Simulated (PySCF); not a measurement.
Zn²⁺: ionisation energy

Zn²⁺ [Ar] 3d10 (1S) → Zn³⁺ [Ar] 3d9 (2D), as a difference of total energies. Calculation: PySCF 2.14, in def2-QZVPPD (11s6p5d4f2g, 100 functions); no relativity, point nucleus. Correlated levels: valence: [Ar] frozen. The calculations carry no spin-orbit coupling.

```tsv
method	ionisation energy (eV)
UHF	37.297
MP2 (valence)	40.323
SCS-MP2 (valence)	39.964
CCSD (valence)	39.675
CCSD(T) (valence)	39.801
```

Question: How much does correlation contribute at CCSD(T) (valence)?

Answer: 39.801 − (37.297) = 2.504 eV, measured against UHF.

A first-order spin-orbit estimate (lowest level to lowest level, LS coupling) adds -0.152 eV.

These non-relativistic numbers lack the scalar-relativistic shift.

Errors of the correlated levels include the incompleteness of this basis and the frozen core.

For comparison: 39.723 eV (measured; NIST Atomic Spectra Database, ionization energies).
